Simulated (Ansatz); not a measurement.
Species: C3H10O3Si, net charge 1, doublet state. 
Geometry from a B3LYP-D3(BJ)/def2-TZVP (Ansatz, an electronic-structure program) optimisation:
```
C
H 1 1.0953
C 1 1.4880 2 115.65
H 3 1.0883 1 113.46 2 45.36
H 3 1.0894 4 110.40 1 -127.74
H 3 1.1040 4 106.43 5 -115.64
C 1 1.4896 2 115.04 3 -145.92
H 7 1.0889 1 113.42 2 -44.29
H 7 1.0903 8 110.85 1 128.06
H 7 1.1024 8 106.11 9 115.00
Si 1 2.1875 2 89.33 7 -108.07
O 11 1.5951 1 100.39 2 -62.90
H 12 0.9639 11 122.80 1 110.13
O 11 1.5975 12 111.11 13 -141.92
H 14 0.9618 11 126.38 12 176.47
O 11 1.6003 12 114.90 13 1.54
H 16 0.9623 11 127.02 12 -141.99
```
Charge +1, spin multiplicity 2.

Total electronic energies in hartree. Cores are frozen in the correlated levels unless marked. Open shells are spin-unrestricted. No spin-orbit coupling. No relativistic terms. CBS(X,Y): correlation extrapolated as X^-3; Hartree-Fock from the larger set. [CCSD(T)-MP2]/basis is that difference in the basis named.

```json
[
 {"level": "HF/6-31G", "program": "Ansatz", "energy (Eh)": "-632.55437"},
 {"level": "HF/6-31G*", "program": "Ansatz", "energy (Eh)": "-632.77681"},
 {"level": "RI-HF/cc-pV(T+d)Z", "program": "Ansatz", "energy (Eh)": "-632.98502"},
 {"level": "RI-HF/cc-pV(Q+d)Z", "program": "Ansatz", "energy (Eh)": "-633.01537"},
 {"level": "HSE06-D4/def2-TZVPD", "program": "Ansatz + dftd4", "energy (Eh)": "-634.98731"},
 {"level": "LC-wPBE/def2-TZVPD", "program": "Ansatz", "energy (Eh)": "[?]"},
 {"level": "wB97X-V/def2-TZVPD", "program": "Ansatz", "energy (Eh)": "[?]"},
 {"level": "CCSD(T)/STO-3G", "program": "Ansatz", "energy (Eh)": "-625.37832"},
 {"level": "RI-MP2/CBS(cc-pV(T+d)Z,cc-pV(Q+d)Z)+[CCSD(T)-MP2]/cc-pV(T+d)Z", "program": "Ansatz", "energy (Eh)": "-634.6157"}
]
```

Problem. Complete the blanks.

Solution. 
- LC-wPBE/def2-TZVPD, energy (Eh): -635.21466
- wB97X-V/def2-TZVPD, energy (Eh): -635.35174
